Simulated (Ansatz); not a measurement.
The same path of H$_{4}$NOSb (7 atoms, charge 0, multiplicity 1) was run 3 times with different band settings. The coordinate that changes most is the height of N1 over the plane of its neighbours.

Level of theory: Ansatz 0.2.0, RKS BLYP/def2-SVP.

Relaxed end points:

```xyz
7
Properties=species:S:1:pos:R:3
N -1.004 0.074 -0.820
Sb -0.065 -0.003 1.037
O 1.738 -0.758 0.438
H -1.994 -0.197 -0.791
H -0.905 0.946 -1.354
H 0.613 1.603 0.929
H 1.678 -1.733 0.516
```

```xyz
7
Properties=species:S:1:pos:R:3
N -1.325 0.547 -0.212
Sb 0.181 -0.109 1.077
O 1.607 -0.887 -0.183
H -1.925 -0.228 -0.530
H -0.963 1.021 -1.052
H 0.952 1.449 0.982
H 1.534 -1.863 -0.128
```

Common settings: spring 5.0 eV/Å²; optimiser quadratic models (default); start path IDPP; iteration limit 60; end points relaxed.

| run | movable images | climbing image | force threshold |
| --- | --- | --- | --- |
| 1 | 5 | yes | 0.03 eV/Å |
| 2 | 5 | yes | 0.2 eV/Å |
| 3 | 6 | no | 0.03 eV/Å |

Q: What does each run give, and how far can it be trusted?

A: Run 1: converged after 5 iterations, highest image 0.007 eV above the first end. The top lies less than 8 meV above the higher end, about what the thresholds resolve: that end is a shoulder or a very shallow well. A vibrational analysis at the climbing image gives one clearly imaginary mode, 290i cm⁻¹: a first-order saddle point.
Run 2: converged after 2 iterations, highest image 0.010 eV above the first end. The threshold of 0.2 eV/Å is loose, so the images may lie well off the minimum-energy path. The order of the stationary point at the top wasn't checked.
Run 3: converged after 5 iterations, highest image 0.006 eV above the first end. The top lies less than 8 meV above the higher end, about what the thresholds resolve: that end is a shoulder or a very shallow well. No image climbed, so the highest image needn't sit at the top of the path.
